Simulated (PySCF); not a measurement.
## Diatomics of Cd with the alkaline earths

r²SCAN with double-zeta basis sets in PySCF, for the lowest determinant that a PBE0 search found; no spin–orbit coupling. De refers to high-spin ground-configuration atoms. A positive dipole means M(−)Cd(+).

```csv
M,basis,state (unpaired electrons),Re (Å),ωe (cm⁻¹),De (eV),μ (D)
Be,cc-pVDZ/cc-pVDZ-PP,singlet (closed shell),2.863,165,0.17,0.22
Mg,def2-SVP,singlet (closed shell),3.410,74.6,0.09,-0.09
Sr,def2-SVP,singlet (closed shell),3.861,46.2,0.11,-0.13
```

Question: The row for M = Ca is missing. Estimate Re, ωe and De as the mean of the rows for Mg and Sr, and compare with the calculation.

Answer: The means are 3.636 Å, 60.4 cm⁻¹ and 0.10 eV. r²SCAN in def2-SVP gives CaCd as a singlet (closed shell) with Re = 3.671 Å, ωe = 65.3 cm⁻¹, De = 0.14 eV, so the estimate is off by -3.5 pm, -8 % and -0.04 eV.

The rows differ in basis set, which adds steps of its own.

Closed-shell solutions of metal pairs were not tested for spin polarisation, which can lower them a little. Weak bonds: BeCd, CaCd, MgCd, SrCd. Basis-set superposition, not corrected here, can be much of De in a small basis, most of all at correlated wavefunction levels. Functionals without a dispersion term scatter widely for such bonds, and LDA overbinds them.
